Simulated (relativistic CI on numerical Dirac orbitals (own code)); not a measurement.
**d3 in a ligand field**

Computed with a parametric ligand-field model of a d^n configuration (Racah B and C, spin-orbit zeta, crystal field), exact diagonalisation.

Field parameters in Wybourne normalisation: Td as Oh with Dq negative (B⁴₀ = 21Dq, B⁴₄ = √(5/14) B⁴₀). The field is a parameter set, without covalency.

B = 870 cm⁻¹, C = 4040 cm⁻¹ (C/B = 4.64), Td, no spin-orbit coupling. Tanabe-Sugano data, E/B above the lowest term (Δ = |10Dq|; b, c mark the second and third term of a kind):

```tsv
Δ/B	4T1	4T2	4A2	4T1(b)	2E	2T1	2T2
1.0	0.00	0.81	1.81	15.62	18.25	18.51	18.32
2.8	0.00	2.32	5.12	16.83	17.60	19.07	18.86
4.6	0.00	3.87	8.46	18.14	16.26	19.25	19.23
6.4	0.00	5.46	11.87	19.53	14.69	19.29	19.46
8.2	0.00	7.08	15.28	20.97	13.05	19.26	19.60
10.0	0.00	8.74	18.74	22.47	11.36	19.21	19.69
11.8	0.00	10.41	22.22	24.02	9.64	19.15	19.73
13.6	0.00	12.09	25.69	25.59	7.91	19.09	19.76
15.4	0.00	13.80	29.20	27.19	6.17	19.03	19.77
17.2	0.00	15.50	32.70	28.81	4.42	18.97	19.77
19.0	0.00	17.23	36.23	30.46	2.66	18.92	19.77
20.8	0.00	18.97	39.77	32.13	0.90	18.87	19.76
```

The ground term stays 4T1.
